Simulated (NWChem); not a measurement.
C$_{2}$H$_{6}$Sn; SMILES C=[CH][SnH3]

```xyz
9

Sn     0.0121     0.5806     0.0020
C     -0.5541    -1.4812     0.0071
C      0.3324    -2.4804    -0.0061
H     -0.6254     1.3742    -1.3796
H     -0.5834     1.3697     1.4048
H      1.7257     0.6519    -0.0236
H     -1.6236    -1.7268     0.0212
H      1.4145    -2.3063    -0.0205
H      0.0180    -3.5315    -0.0032
```
Atoms are numbered in this order, from 1.

Level: PBE0/def2-SVP with def2 effective core potentials on Sn (NWChem), optimised geometry, unscaled harmonic frequencies. def2 effective core potentials on Sn; no spin-orbit coupling.

List the harmonic frequencies with IR intensities, and the thermochemistry.


```csv
frequency (cm⁻¹),IR intensity (km/mol)
104,0.0
225,1.3
369,1.3
449,35.2
557,42.6
568,91.5
697,203.2
728,44.6
737,55.4
984,31.1
996,7.5
1038,13.4
1255,10.3
1413,9.6
1679,1.8
1925,194.5
1926,93.0
1931,186.3
3131,13.5
3170,5.5
3226,6.6
```

```
Property                                                                            Value
-----------------------------------------------------------------------  ----------------
zero-point energy                                                           38.7 kcal/mol
thermal correction to the enthalpy at 298.15 K (with zero-point energy)     42.8 kcal/mol
heat capacity Cv                                                         18.7 cal/(mol K)
entropy at 298.15 K and 1 atm (symmetry number 1)                        74.9 cal/(mol K)
```

Rigid rotor and harmonic oscillator.
